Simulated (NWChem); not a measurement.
All runs are NWChem calculations. System: H₅Si₂, charge 0, spin multiplicity 2, at a geometry optimised with UPBE/def2-SVP. The structure started from a generated list of species. Its SCF solution wasn't tested for a lower state. Level: ROCCSD(T)/def2-TZVP, 10 core orbitals frozen.

Job file:

```
start mol
memory heap 100 mb stack 700 mb global 1900 mb
geometry units angstroms nocenter noautoz
  Si    -0.130271    -1.209204     0.000000
  Si     0.053680     1.124187     0.000000
  H      0.420252    -1.876864     1.234431
  H      0.420252    -1.876864    -1.234431
  H     -0.627536     1.673000    -1.224738
  H     -0.627536     1.673000     1.224738
  H      1.486852     1.597962     0.000000
  symmetry group Cs
end
basis spherical
  * library def2-tzvp
end
scf
  rohf
  nopen 1
  maxiter 100
  thresh 1e-7
  semidirect memsize 60000000 filesize 0
  # guess.movecs holds the orbitals of an unrestricted PBE0 run
  vectors input guess.movecs output mol.movecs
end
tce
  freeze core 10
  ccsd(t)
  2eorb
  2emet 13
  thresh 1e-6
  maxiter 100
  tilesize 24
end
task tce energy
```

Output (cleaned and shortened):

```
             Northwest Computational Chemistry Package (NWChem) 7.3.0
             --------------------------------------------------------

                                NWChem Input Module
                                -------------------

 Scaling coordinates for geometry "geometry" by  1.889725989
 (inverse scale =  0.529177249)

 Turning off AUTOSYM since
 SYMMETRY directive was detected!

                             Geometry "geometry" -> ""
                             -------------------------

 Output coordinates in angstroms (scale by  1.889725989 to convert to a.u.)

  No.       Tag          Charge          X              Y              Z
 ---- ---------------- ---------- -------------- -------------- --------------
    1 Si                  14.0000    -0.13027100    -1.20920400     0.00000000
    2 Si                  14.0000     0.05368000     1.12418700     0.00000000
    3 H                    1.0000     0.42025200    -1.87686400     1.23443100
    4 H                    1.0000     0.42025200    -1.87686400    -1.23443100
    5 H                    1.0000    -0.62753600     1.67300000    -1.22473800
    6 H                    1.0000    -0.62753600     1.67300000     1.22473800
    7 H                    1.0000     1.48685200     1.59796200     0.00000000

 Effective nuclear repulsion energy (a.u.)      82.0536724202

            Nuclear Dipole moment (a.u.)
            ----------------------------
        X                 Y               Z
 ---------------- ---------------- ----------------
     0.0000188973    -0.0000075589     0.0000000000

      Symmetry information
      --------------------

 Group name             Cs
 Group number              2
 Group order               2
 No. of unique centers     5

      Symmetry unique atoms

     1    2    3    5    7


 Summary of "ao basis" -> "" (spherical)
 ------------------------------------------------------------------------------
       Tag                 Description            Shells   Functions and Types
 ---------------- ------------------------------  ------  ---------------------
 *                         def2-tzvp                  on all atoms
[...]
        EOM-threshold :  0.10D-05
 no EOMCCSD initial starts read in
 TCE RESTART OPTIONS
 SLICE:      F
 D4D5:       F
 quantumc:   F
 qrotation:  F
 pwtce:      F
 qducc:      F
 nacto:                         0
 nrotv:                         0
 nrot:                          0

            Memory Information
            ------------------
          Available GA space size is     249015168 doubles
          Available MA space size is     104851764 doubles

 Maximum block size supplied by input
 Maximum block size        24 doubles

 tile_dim =     18

 -------------------------------------------------
   1    alpha     a'     4 doubles       0       1
   2    alpha     a'     1 doubles       4       2
   3    alpha     a"     2 doubles       5       3
   4    beta      a'     4 doubles       7       4
   5    beta      a"     2 doubles      11       5
   6    alpha     a'    18 doubles      13       6
   7    alpha     a'    18 doubles      31       7
   8    alpha     a'    18 doubles      49       8
   9    alpha     a"    16 doubles      67       9
  10    alpha     a"    17 doubles      83      10
  11    beta      a'     1 doubles     100      11
  12    beta      a'    18 doubles     101      12
  13    beta      a'    18 doubles     119      13
  14    beta      a'    18 doubles     137      14
  15    beta      a"    16 doubles     155      15
  16    beta      a"    17 doubles     171      16

 Global array virtual files algorithm will be used

 Parallel file system coherency ......... OK

 4-electron integrals stored in orbital form

 v2    file size   =          7712980
 4-index algorithm nr.  13 is used
 imaxsize =       30
 imaxsize ichop =        0


CCSD iterations
 ---------------------------------------------------------
 Iter          Residuum       Correlation     Cpu    Wall
 ---------------------------------------------------------
    1   0.1446295343162  -0.2269976536042     1.3     1.3
    2   0.0421942699051  -0.2620156200469     1.1     1.1
    3   0.0151145214021  -0.2698773268848     1.1     1.1
    4   0.0060564036449  -0.2722418567868     1.2     1.2
    5   0.0028217290801  -0.2730378465110     1.2     1.2
    6   0.0010723876744  -0.2735190742566     1.1     1.1
    7   0.0005045545847  -0.2735616838560     1.1     1.1
    8   0.0002989148375  -0.2735730210516     1.2     1.2
    9   0.0001759698265  -0.2735809994202     1.1     1.1
   10   0.0001211963810  -0.2735847932819     1.1     1.1
   11   0.0000347747464  -0.2735908050538     1.1     1.1
   12   0.0000186801293  -0.2735922316846     1.1     1.1
   13   0.0000113221524  -0.2735924805522     1.1     1.1
   14   0.0000074591898  -0.2735926091557     1.2     1.2
   15   0.0000048280988  -0.2735925768983     1.2     1.2
   16   0.0000012924046  -0.2735925834236     1.2     1.2
   17   0.0000006438264  -0.2735925829232     1.1     1.1
 -----------------------------------------------------------------
 Iterations converged
 CCSD correlation energy / hartree =        -0.273592582923224
 CCSD total energy / hartree       =      -581.017834819520658

 Singles contributions

 Doubles contributions
 CCSD(T)
 Using plain CCSD(T) code
             total no. of tasks         1305
 total no. of tasks / no. procs         1305
                         wl_min           16           1.6
                         wl_max       373248           8.5
        thresh for no. of tasks         1305

 CCSD[T]  correction energy / hartree =        -0.008986091332636
 CCSD[T] correlation energy / hartree =        -0.282578674255861
 CCSD[T] total energy / hartree       =      -581.026820910853303
 CCSD(T)  correction energy / hartree =        -0.008778466627556
 CCSD(T) correlation energy / hartree =        -0.282371049550781
 CCSD(T) total energy / hartree       =      -581.026613286148176

 Task  times  cpu:       74.0s     wall:       74.0s

 Total times  cpu:       74.1s     wall:       74.1s
```
